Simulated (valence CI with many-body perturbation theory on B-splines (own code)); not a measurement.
**Bi LXXIX: E2, E3, M1, M2 decay**

Level of theory: relativistic CI+MBPT: three valence electrons over a frozen Dirac-Fock core [He], a basis of 11 s, 11 p, 9 d, 7 f, 5 g, 2 h, 1 i functions for each j, with the one-electron correlation potential Σ1, the two-electron term Σ2, the three-electron term Σ3, Breit, model QED; selected CI, second order for the rest (own B-spline code, finite nucleus).

No measured spectrum was set against this ion. As an estimate, large intervals hold to a few tenths of a per cent, small ones and those within an open d or f shell to about a per cent.

Lines 1 to 38 of 38 in falling wavelength, among levels below 147120 × 10³ cm⁻¹, chosen from the decays that carry over 1 % of a level's rate. Wavelengths and rates use the calculated energies. Electric multipoles are in the length gauge, E1 and E2 with the static RPA response of the core. Weak lines are less certain than strong ones. Lines between different terms over intervals too small for the method are left out, as are lines whose strength nearly cancels. The highest levels of a list are the least certain.

Levels are named by their leading jj configuration (3d3/2^4 stands for four electrons in 3d with j = 3/2), which in mixed levels can hold well under half, so a name can repeat and another be missing. Letters in brackets count levels of one name in rising energy.

```tsv
λ vac (nm)	Upper	Lower	Type	A (s⁻¹)	Branch %
0.5178	(2s 2p1/2 2p3/2) J=3/2 [a]	(2s 2p1/2^2) J=1/2	M1	7.49e+10	17.0
0.5087	(2s 2p1/2 2p3/2) J=5/2	(2s 2p1/2^2) J=1/2	E2	7.46e+08	6.0
0.5060	(2s 2p3/2 3d5/2) J=9/2	(2s 2p1/2 3d5/2) J=7/2	M1	6.82e+10	12.4
0.4976	(2s^2 2p3/2) J=3/2	(2s^2 2p1/2) J=1/2	M1	6.74e+10	31.1
0.1073	(2s 2p1/2 3p1/2) J=1/2 [a]	(2s 2p1/2 2p3/2) J=3/2 [a]	E2	4.80e+12	1.4
0.1070	(2s^2 3p1/2) J=1/2	(2s^2 2p3/2) J=3/2	E2	6.11e+12	30.5
0.1070	(2s^2 3p1/2) J=1/2	(2s^2 2p3/2) J=3/2	M1	2.03e+11	1.0
0.1020	(2s 2p3/2 3p3/2) J=7/2	(2s 2p3/2^2) J=3/2	E2	2.17e+11	1.9
0.1009	(2s 2p3/2 3p3/2) J=7/2	(2s 2p3/2^2) J=5/2	E2	2.18e+12	19.4
0.1008	(2s 2p3/2 3p3/2) J=1/2 [b]	(2s 2p3/2^2) J=3/2	E2	3.82e+12	6.7
0.1006	(2s^2 3p3/2) J=3/2	(2s^2 2p3/2) J=3/2	E2	3.12e+12	12.5
0.09974	(2s 2p3/2 3p3/2) J=1/2 [b]	(2s 2p3/2^2) J=5/2	E2	1.19e+12	2.1
0.09888	(2s 2p3/2 3d5/2) J=9/2	(2s 2p3/2^2) J=5/2	M2	2.18e+11	39.6
0.09888	(2s 2p3/2 3d5/2) J=9/2	(2s 2p3/2^2) J=5/2	E3	1.38e+10	2.5
0.08403	(2s 2p3/2 3p3/2) J=7/2	(2s 2p1/2 2p3/2) J=5/2	E2	1.55e+12	13.7
0.08379	(2s 2p3/2 3p3/2) J=7/2	(2s 2p1/2 2p3/2) J=3/2 [a]	E2	2.56e+12	22.7
0.08372	(2s 2p3/2 3p3/2) J=1/2 [b]	(2s 2p1/2 2p3/2) J=3/2 [b]	E2	3.57e+12	6.2
0.08368	(2s^2 3p3/2) J=3/2	(2s^2 2p1/2) J=1/2	E2	3.95e+12	15.9
0.08263	(2s 2p3/2 3d5/2) J=9/2	(2s 2p1/2 2p3/2) J=5/2	M2	1.02e+11	18.5
0.08263	(2s 2p3/2 3d5/2) J=9/2	(2s 2p1/2 2p3/2) J=5/2	E3	1.43e+10	2.6
0.08239	(2s 2p3/2 3d5/2) J=9/2	(2s 2p1/2 2p3/2) J=3/2 [a]	E3	2.96e+10	5.4
0.08223	(2p1/2 2p3/2 3d3/2) J=5/2 [a]	(2s 2p1/2 2p3/2) J=1/2	E2	6.87e+12	1.9
0.08215	(2p1/2 2p3/2 3d3/2) J=7/2	(2s 2p1/2 2p3/2) J=3/2 [b]	E2	1.07e+13	8.1
0.08196	(2s 2p1/2 3d3/2) J=5/2	(2s^2 2p1/2) J=1/2	E2	1.50e+13	3.2
0.08186	(2p1/2^2 3d3/2) J=3/2	(2s 2p1/2^2) J=1/2	E2	2.21e+13	4.6
0.08175	(2p1/2 2p3/2 3d3/2) J=5/2 [a]	(2s 2p1/2 2p3/2) J=5/2	E2	4.96e+12	1.4
0.08167	(2p1/2 2p3/2 3d3/2) J=7/2	(2s 2p1/2 2p3/2) J=5/2	E2	9.47e+12	7.2
0.08152	(2p1/2 2p3/2 3d3/2) J=3/2 [a]	(2s 2p1/2 2p3/2) J=3/2 [a]	E2	1.57e+13	1.7
0.08152	(2p1/2 2p3/2 3d3/2) J=5/2 [a]	(2s 2p1/2 2p3/2) J=3/2 [a]	E2	9.60e+12	2.6
0.08148	(2p1/2 2p3/2 3d3/2) J=1/2 [a]	(2s 2p1/2 2p3/2) J=3/2 [a]	E2	2.01e+13	3.7
0.08144	(2p1/2 2p3/2 3d3/2) J=7/2	(2s 2p1/2 2p3/2) J=3/2 [a]	E2	2.04e+12	1.5
0.08088	(2s 2p3/2 3d5/2) J=3/2 [a]	(2s^2 2p3/2) J=3/2	E2	3.15e+13	1.4
0.08083	(2s 2p1/2 3d5/2) J=3/2	(2s^2 2p1/2) J=1/2	E2	2.92e+13	1.2
0.08078	(2p1/2 2p3/2 3d5/2) J=7/2 [a]	(2s 2p1/2 2p3/2) J=5/2	E2	1.23e+12	1.1
0.08077	(2s 2p3/2 3d5/2) J=1/2	(2s^2 2p3/2) J=3/2	E2	2.85e+13	1.1
0.08069	(2p1/2 2p3/2 3d5/2) J=9/2	(2s 2p1/2 2p3/2) J=5/2	E2	2.35e+13	48.9
0.08055	(2p1/2 2p3/2 3d5/2) J=7/2 [a]	(2s 2p1/2 2p3/2) J=3/2 [a]	E2	2.12e+13	19.7
0.08044	(2s 2p3/2 3d5/2) J=7/2 [b]	(2s^2 2p3/2) J=3/2	E2	1.31e+13	2.1
```
